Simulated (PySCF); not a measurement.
Precursor series Zn NH2-H. Isolated molecules, 0 K electronic values unless said otherwise. One relaxed conformer stands for each flexible species; it need not be the lowest.

The numbers are results of PySCF with TPSSh-D3(BJ)/def2-TZVP // PBE-D3(BJ)/def2-SVP, not measurements. All candidates: neutral, multiplicity 1. 

```json
{
 "HOMO–LUMO gap": "5.59 eV",
 "HOMO": "-6.13 eV",
 "LUMO": "-0.54 eV"
}
```

### Question
Which member has these values?
(A) [Zn(NH2)2]
(B) [Zn(H)2]
(C) [Zn(NH2)(H)]

### Answer
C, [Zn(NH2)(H)]. The others give [Zn(H)2]: 6.56 eV, -7.49 eV, -0.94 eV; [Zn(NH2)2]: 5.35 eV, -6.09 eV, -0.74 eV
